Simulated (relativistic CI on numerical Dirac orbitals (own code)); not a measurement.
Crystal-field levels of Mn3+, 3d4

Calculated by Dirac-Coulomb-Breit CI, orbitals from a KLI potential per configuration, model QED, valence Slater integrals scaled by 0.75, one configuration in a parametric crystal field (own radial code).

Field parameters in Wybourne normalisation: Oh B⁴₀ = 21Dq, B⁴₄ = √(5/14) B⁴₀. The field is a parameter set, without covalency.

S and J are read from ⟨S²⟩ = S(S + 1) and ⟨J²⟩ = J(J + 1) of each level; they are not fictitious spins.

Oh, 10Dq = 4100 cm⁻¹, the lowest 16 levels:

```tsv
E (cm⁻¹)	Degeneracy	Irrep	S	J
0.0	1	A1	2.00	2.69
18.1	3	T1	2.00	2.78
36.0	2	E	2.00	2.87
50.5	3	T2	2.00	2.93
65.2	1	A2	2.00	3.00
3998	3	T2	2.00	2.41
4007	3	T1	2.00	2.54
4019	1	A1	2.00	2.71
4249	3	T1	2.00	3.34
4254	2	E	2.00	3.40
4404	3	T2	2.00	3.80
15164	1	A1	1.00	4.89
15271	3	T1	1.00	4.76
15349	3	T2	1.00	4.22
15369	2	E	1.00	4.19
17769	3	T2	1.00	5.11
```

Oh, 10Dq = 7400 cm⁻¹, the lowest 10 levels:

```json
{"E (cm⁻¹)": "0.0", "Degeneracy": "1", "Irrep": "A1", "S": "2.00", "J": "2.84"}
{"E (cm⁻¹)": "13.5", "Degeneracy": "3", "Irrep": "T1", "S": "2.00", "J": "2.88"}
{"E (cm⁻¹)": "26.9", "Degeneracy": "2", "Irrep": "E", "S": "2.00", "J": "2.92"}
{"E (cm⁻¹)": "38.0", "Degeneracy": "3", "Irrep": "T2", "S": "2.00", "J": "2.96"}
{"E (cm⁻¹)": "49.2", "Degeneracy": "1", "Irrep": "A2", "S": "2.00", "J": "3.00"}
{"E (cm⁻¹)": "7278", "Degeneracy": "3", "Irrep": "T2", "S": "2.00", "J": "2.39"}
{"E (cm⁻¹)": "7279", "Degeneracy": "3", "Irrep": "T1", "S": "2.00", "J": "2.47"}
{"E (cm⁻¹)": "7281", "Degeneracy": "1", "Irrep": "A1", "S": "2.00", "J": "2.56"}
{"E (cm⁻¹)": "7525", "Degeneracy": "3", "Irrep": "T1", "S": "2.00", "J": "3.31"}
{"E (cm⁻¹)": "7526", "Degeneracy": "2", "Irrep": "E", "S": "2.00", "J": "3.34"}
```

Oh, 10Dq = 10700 cm⁻¹, the lowest 16 levels:

```
E (cm⁻¹)  Degeneracy  Irrep     S     J
     0.0           1     A1  2.00  2.89
    13.3           3     T1  2.00  2.92
    26.3           2      E  2.00  2.95
    37.1           3     T2  2.00  2.97
    47.9           1     A2  2.00  3.00
    9413           1     A1  1.00  4.59
    9580           3     T1  1.00  4.42
    9827           3     T2  1.00  3.98
    9841           2      E  1.00  3.94
   10567           1     A1  2.00  2.51
   10570           3     T1  2.00  2.44
   10573           3     T2  2.00  2.39
   10814           2      E  2.00  3.32
   10815           3     T1  2.00  3.30
   10971           3     T2  2.00  3.78
   17974           3     T2  0.94  4.99
```

The free-ion ground term has S = 2. Every field shown keeps that spin.

Levels of this model without a field, named by their leading LS term (the scale mimics covalency, so terms lie below those of the real free ion): ⁵D0 0, ⁵D1 93, ⁵D2 272, ⁵D3 526, ⁵D4 844, ³H4 17527, ³H5 17702, ³H6 17885 cm⁻¹.
